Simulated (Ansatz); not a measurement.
Geometry optimisation, Ansatz 0.2.0, RKS LDA/6-31G*.

Input file:

```yaml
crystal:
  periodic: [false, false, false]
  atoms:
    - { symbol: B, position_ang: [-0.046627, 0.128665, 0.191598] }
    - { symbol: C, position_ang: [-0.087151, 0.180773, 1.776927] }
    - { symbol: H, position_ang: [-1.036746, -0.172876, 2.226985] }
    - { symbol: H, position_ang: [0.755756, -0.3682, 2.236348] }
    - { symbol: H, position_ang: [0.039466, 1.234015, 2.099392] }
    - { symbol: H, position_ang: [0.982827, 0.24555, -0.429685] }
    - { symbol: "N", position_ang: [-1.247094, 0.0863, -0.537421] }
    - { symbol: H, position_ang: [-2.168432, 0.109817, -0.094407] }
    - { symbol: H, position_ang: [-1.276045, 0.171982, -1.553836] }
    - { symbol: O, position_ang: [-0.024714, -2.474017, 0.366855] }
    - { symbol: H, position_ang: [-0.653446, -1.93546, -0.172592] }
    - { symbol: H, position_ang: [-0.143094, -2.072948, 1.266536] }
basis:
  gaussian: { orbitals: "6-31G*" }
hamiltonian:
  xc: lda
relax:
  f_tol: 0.03
  max_steps: 50
```

Run as:

```bash
$ ansatz run input.yaml --threads 1 --pin off --max-ram 2048MiB --backend cpu --events-out ev --progress --plain --runs-dir out
```

**Question.** Where does it end, and by what steps?

**Answer.** The forces met the threshold. After 7 steps the energy has fallen by 0.025 eV; H12 moved furthest, 0.30 Å.

```json
{"step": "0", "energy less start (eV)": "0.0000", "largest force component (eV/Å)": "0.506", "accepted": "yes"}
{"step": "1", "energy less start (eV)": "0.0264", "largest force component (eV/Å)": "1.417", "accepted": "no"}
{"step": "2", "energy less start (eV)": "-0.0091", "largest force component (eV/Å)": "0.629", "accepted": "yes"}
{"step": "3", "energy less start (eV)": "-0.0182", "largest force component (eV/Å)": "0.409", "accepted": "yes"}
{"step": "4", "energy less start (eV)": "-0.0212", "largest force component (eV/Å)": "0.232", "accepted": "yes"}
{"step": "5", "energy less start (eV)": "-0.0241", "largest force component (eV/Å)": "0.204", "accepted": "yes"}
{"step": "6", "energy less start (eV)": "-0.0244", "largest force component (eV/Å)": "0.058", "accepted": "yes"}
{"step": "7", "energy less start (eV)": "-0.0251", "largest force component (eV/Å)": "0.026", "accepted": "yes"}
```

```xyz
12
Properties=species:S:1:pos:R:3
B -0.042 0.126 0.225
C -0.084 0.242 1.785
H -1.048 -0.063 2.241
H 0.731 -0.332 2.263
H 0.084 1.300 2.073
H 0.979 0.243 -0.409
N -1.244 0.042 -0.511
H -2.164 0.084 -0.067
H -1.277 0.120 -1.528
O 0.039 -2.412 0.278
H -0.641 -1.865 -0.186
H -0.239 -2.350 1.214
```

Whether the end is a true minimum wasn't checked by a vibrational analysis.

Run time: 15 s on 1 thread of Intel(R) Xeon(R) Platinum 8488C (Sapphire Rapids) (shared host), peak memory 0.16 GiB.
